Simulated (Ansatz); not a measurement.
Calculated with Ansatz (gas phase, PBE0-D4/def2-TZVP geometries, no zero-point term in ΔE). CCSD(T)/CBS is the MP2 limit (def2-TZVPP, def2-QZVPP) plus CCSD(T) − MP2 in def2-TZVPP, frozen cores. Functionals use def2-TZVPP. B3LYP here is the variant with VWN-RPA as its local correlation; programs differ in this. One conformer a species, not always the lowest.

Consider the redistribution: `CC[SiH](O)P` + `[OH][AlH][SiH2]O` → `[OH][AlH][SiH2]P` + `CC[SiH](O)O`.

`CC[SiH](O)P`:

Z-matrix (Å, degrees):
```
C
C 1 1.525
H 1 1.093 2 111.6
H 1 1.093 2 111.6 3 -120.1
H 1 1.094 2 111.4 3 120.3
Si 2 1.873 1 115.0 3 -61.0
H 2 1.096 1 110.6 3 61.4
H 2 1.097 1 110.3 3 178.4
P 6 2.265 2 113.7 1 64.2
O 6 1.653 2 111.4 1 -59.7
H 6 1.486 2 109.6 1 -175.9
H 9 1.422 6 92.7 2 46.3
H 9 1.423 6 94.0 2 -46.9
H 10 0.957 6 118.2 2 74.4
```

`[OH][AlH][SiH2]O`:

```xyz
9

O    -1.583    1.439    1.115
Al    0.004    0.838    1.231
Si    0.748   -0.825   -0.440
O    -0.364   -1.028   -1.662
H    -2.207    1.118    0.465
H     0.867    1.425    2.424
H     2.089   -0.475   -1.008
H     0.892   -2.176    0.172
H    -0.445   -0.316   -2.297
```

`[OH][AlH][SiH2]P`:

Z-matrix (Å, degrees):
```
Si
Al 1 2.436
P 1 2.276 2 110.2
H 1 1.490 2 114.2 3 119.2
H 1 1.492 2 113.0 3 -117.5
O 2 1.698 1 115.7 3 -91.6
H 2 1.590 1 124.8 3 82.9
H 3 1.422 1 94.8 2 -46.5
H 3 1.422 1 94.8 2 47.2
H 6 0.956 2 123.4 1 174.9
```

`CC[SiH](O)O`:

Cartesian coordinates in Å:
```
C 0.905 -1.391 -0.719
C -0.337 -0.504 -0.694
Si -0.424 0.618 0.786
O -1.799 1.524 0.819
O 0.934 1.547 0.707
H 1.817 -0.791 -0.740
H 0.956 -2.031 0.166
H 0.915 -2.045 -1.595
H -1.248 -1.112 -0.708
H -0.375 0.119 -1.597
H -0.473 -0.126 2.070
H -1.988 2.069 0.054
H 1.117 2.125 1.449
```

```csv
level,ΔE (kJ/mol),difference from CCSD(T)/CBS
PBE-D4,-50.7,2.2
r2SCAN-D4,-54.7,-1.8
ωB97M-V,-53.1,-0.2
B3LYP,-53.4,-0.5
MP2/def2-TZVPP,-54.8,-1.9
SCS-MP2/def2-TZVPP,-53.4,-0.5
CCSD/def2-TZVPP,-55.4,-2.5
HF/CBS(def2),-55.8,-2.9
MP2/CBS(def2),-52.7,0.2
CCSD/CBS(def2),-53.3,-0.4
CCSD(T)/CBS,-52.9,0
```

Largest T1 diagnostic among the species: 0.014.
